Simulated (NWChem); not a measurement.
System meant: BeH2S2; SMILES [SH][Be][SH]

The following NWChem deck was run.

```
start job
memory heap 200 mb stack 900 mb global 1100 mb
geometry units angstroms noautoz
  Be     0.000000     0.000000     0.055493
  S     -0.097040    -1.896896     0.071738
  H      0.849949    -1.996371    -0.879155
  S      0.097040     1.896896     0.071738
  H     -0.849949     1.996371    -0.879155
end
basis spherical
  * library def2-svp
end
dft
  xc xpbe96 cpbe96
  iterations 4
  mulliken
end
task dft energy
```

End of the output:

```
    Atom       Charge   Shell Charges
 -----------   ------   -------------------------------------------------------
    1 Be   4     4.19   1.97  0.50  0.16  0.96  0.60
    2 S   16    15.92   2.00  1.95  0.97  0.64  5.81  1.90  2.61  0.05
    3 H    1     0.98   0.60  0.29  0.08
    4 S   16    15.92   2.00  1.95  0.97  0.64  5.81  1.90  2.61  0.05
    5 H    1     0.98   0.60  0.29  0.08

 center of mass
 --------------
 x =   0.00000000 y =   0.00000000 z =   0.04580528

 moments of inertia (a.u.)
 ------------------
          12.610921570195           0.000000000000           0.000000000000
           0.000000000000         857.702730036183           0.000000000000
           0.000000000000           0.000000000000         857.685277882766

     Multipole analysis of the density
     ---------------------------------

     L   x y z        total         alpha         beta         nuclear
     -   - - -        -----         -----         ----         -------
     0   0 0 0     -0.000000    -19.000000    -19.000000     38.000000

     1   1 0 0     -0.000000     -0.000000     -0.000000      0.000000
     1   0 1 0      0.000000      0.000000      0.000000      0.000000
     1   0 0 1     -0.499185     -0.249592     -0.249592      0.000000

     2   2 0 0    -27.331720   -233.534068   -233.534068    439.736416
     2   1 1 0      2.368377     -2.015460     -2.015460      6.399296
     2   1 0 1     -0.000000     -0.000000     -0.000000      0.000000
     2   0 2 0    -23.490176    -14.818459    -14.818459      6.146742
     2   0 1 1     -0.000000     -0.000000     -0.000000      0.000000
     2   0 0 2    -23.527947    -14.813050    -14.813050      6.098152

 ------------------------------------------------------------------------
 dft energy failed                                                                                  0
 ------------------------------------------------------------------------
 ------------------------------------------------------------------------
  current input line :
    18: task dft energy
 ------------------------------------------------------------------------
 ------------------------------------------------------------------------
 This type of error is most commonly associated with calculations not reaching convergence criteria
 ------------------------------------------------------------------------
 For more information see the NWChem manual at https://nwchemgit.github.io

0:dft energy failed:Received an Error in Communication
```

Q: Can this run be used? If not, why, and what is the fix?

A: The run did not converge; its last values are not results. Cause: the SCF was allowed too few iterations. This input runs:
```
start job
memory heap 200 mb stack 900 mb global 1100 mb
geometry units angstroms noautoz
  Be     0.000000     0.000000     0.055493
  S     -0.097040    -1.896896     0.071738
  H      0.849949    -1.996371    -0.879155
  S      0.097040     1.896896     0.071738
  H     -0.849949     1.996371    -0.879155
end
basis spherical
  Be library def2-svp
  S library def2-svp
  H library def2-svp
end
dft
  xc xpbe96 cpbe96
  iterations 150
  mulliken
end
task dft energy
```
It converges to -811.76789 Ha (PBE/def2-SVP).
